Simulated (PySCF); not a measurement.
Unrelated species, one level of theory. Level of theory: TDDFT CAM-B3LYP/def2-SVPD, vertical, gas phase, core orbitals frozen in the response, def2 core potentials past Kr in PySCF 2.14.0, density-fitted response routines. Geometries: PBE0-D3(BJ)/def2-SVP; one conformer of each isolated species. Triplets are in the Tamm–Dancoff approximation. Atoms past krypton carry core potentials; spin–orbit coupling is left out. Ions are computed without counter-ions or solvent.

Question: Rank by computed S1–T1 gap, lowest first.
A. `O(B([C@H]1C[C@H](C)C1)Br)C`
B. `[F][In]([F])[F]`
C. `Br[I-]Br`
D. `C=C(CC)c1nc(C)ns1`

Answer: A (0.34 eV), C (0.53 eV), B (0.67 eV), D (1.62 eV).

```json
{"SMILES": "COB(Br)[C@H]1C[C@H](C)C1", "S1−T1 (eV)": "0.34", "S1 (eV)": "6.54", "T1 (eV)": "6.20", "S1 mainly": "H→L+1 (84%)", "T1 mainly": "H→L+1 (78%)", "f(S1)": "0.004"}
{"SMILES": "Br[I-]Br", "S1−T1 (eV)": "0.53", "S1 (eV)": "2.91", "T1 (eV)": "2.37", "S1 mainly": "H-1/H→L (≥94%)", "T1 mainly": "H-1/H→L (≥93%)", "f(S1)": "0.000"}
{"SMILES": "[F][In]([F])[F]", "S1−T1 (eV)": "0.67", "S1 (eV)": "6.23", "T1 (eV)": "5.56", "S1 mainly": "H-3/H-2→L (≥94%)", "T1 mainly": "H-1/H→L (≥95%)", "f(S1)": "0.001"}
{"SMILES": "C=C(CC)c1nc(C)ns1", "S1−T1 (eV)": "1.62", "S1 (eV)": "4.71", "T1 (eV)": "3.09", "S1 mainly": "H→L (95%)", "T1 mainly": "H→L (88%)", "f(S1)": "0.142"}
```

H and L stand for HOMO and LUMO. A slash joins orbitals within 0.01 eV of each other, whose weights are summed (≥ marks a lower bound). Singlets come from full response and triplets from the Tamm–Dancoff approximation.
